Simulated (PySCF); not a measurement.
Geometry:
| atom | x (Å) | y (Å) | z (Å) |
| --- | --- | --- | --- |
| C1 | 3.428 | -0.270 | -0.422 |
| C2 | 2.154 | 0.414 | -0.020 |
| O3 | 2.049 | 1.243 | 0.846 |
| O4 | 1.122 | -0.018 | -0.760 |
| C5 | -0.142 | 0.567 | -0.475 |
| C6 | -0.824 | -0.059 | 0.757 |
| C7 | -2.192 | 0.644 | 0.802 |
| C8 | -2.487 | -0.090 | -0.496 |
| C9 | -1.449 | -1.135 | -0.209 |
| C10 | -1.193 | -0.134 | -1.302 |
| H11 | 4.255 | 0.098 | 0.194 |
| H12 | 3.633 | -0.081 | -1.486 |
| H13 | 3.319 | -1.358 | -0.302 |
| H14 | -0.049 | 1.665 | -0.500 |
| H15 | -0.237 | -0.237 | 1.665 |
| H16 | -2.196 | 1.748 | 0.811 |
| H17 | -2.816 | 0.265 | 1.624 |
| H18 | -3.448 | -0.225 | -0.995 |
| H19 | -1.480 | -2.223 | -0.214 |
| H20 | -1.192 | -0.293 | -2.381 |

Equivalent nuclei averaged, a single conformation, no relativistic terms, in vacuum. Structure optimised with PBE0-D3(BJ)/def2-SVP; GIAO PBE/pcSseg-1 shieldings; PySCF 2.14.0 with density-fitted response routines.

Task: List the cross peaks expected in HSQC, COSY and HMBC spectra.

Result: 

HSQC (one-bond C–H):
| δH | δC |
| --- | --- |
| 4.87 (H14) | 87.6 (C5) |
| 3.17 (H19) | 37.0 (C9) |
| 2.56 (H17) | 36.7 (C7) |
| 2.32 (H15) | 48.7 (C6) |
| 2.02 (H11/H12/H13) | 21.8 (C1) |
| 1.94 (H16) | 36.7 (C7) |
| 1.69 (H18) | 21.3 (C8) |
| 1.66 (H20) | 23.8 (C10) |

COSY cross peaks (H two or three bonds apart, from the bond graph; peaks can be absent where the dihedral angle is near 90°):
| δH | δH |
| --- | --- |
| 4.87 (H14) | 2.32 (H15) |
| 4.87 (H14) | 1.66 (H20) |
| 3.17 (H19) | 2.32 (H15) |
| 3.17 (H19) | 1.69 (H18) |
| 3.17 (H19) | 1.66 (H20) |
| 2.56 (H17) | 2.32 (H15) |
| 2.56 (H17) | 1.94 (H16) |
| 2.56 (H17) | 1.69 (H18) |
| 2.32 (H15) | 1.94 (H16) |
| 1.94 (H16) | 1.69 (H18) |
| 1.69 (H18) | 1.66 (H20) |

HMBC (two and three bonds, from the bond graph):
| δH | δC |
| --- | --- |
| 4.87 (H14) | 171.3 (C2), 48.7 (C6), 37.0 (C9), 36.7 (C7), 23.8 (C10), 21.3 (C8) |
| 3.17 (H19) | 87.6 (C5), 48.7 (C6), 36.7 (C7), 23.8 (C10), 21.3 (C8) |
| 2.56 (H17) | 87.6 (C5), 48.7 (C6), 37.0 (C9), 23.8 (C10), 21.3 (C8) |
| 2.32 (H15) | 87.6 (C5), 37.0 (C9), 36.7 (C7), 23.8 (C10), 21.3 (C8) |
| 2.02 (H11/H12/H13) | 171.3 (C2) |
| 1.94 (H16) | 87.6 (C5), 48.7 (C6), 37.0 (C9), 23.8 (C10), 21.3 (C8) |
| 1.69 (H18) | 87.6 (C5), 48.7 (C6), 37.0 (C9), 36.7 (C7), 23.8 (C10) |
| 1.66 (H20) | 87.6 (C5), 48.7 (C6), 37.0 (C9), 36.7 (C7), 21.3 (C8) |

Chemical shifts δ = σref − σ; ¹H (σ = 31.20 ppm), ¹³C (σ = 180.03 ppm) vs TMS, all at this level.

Short H···H contacts in this conformer between protons four or more bonds apart (candidates for NOE cross peaks, intensity ∝ r⁻⁶): H14···H16 2.52 Å.

Shifts are as computed. Against solution values, carbons near 30 ppm lie about +2 ppm off and those near 130 ppm about +2 ppm. Of 1211 compounds with measured shifts, 218 miss one by over three times the rms of a fit or turn the order of signals round; such compounds aren't used in these exercises.
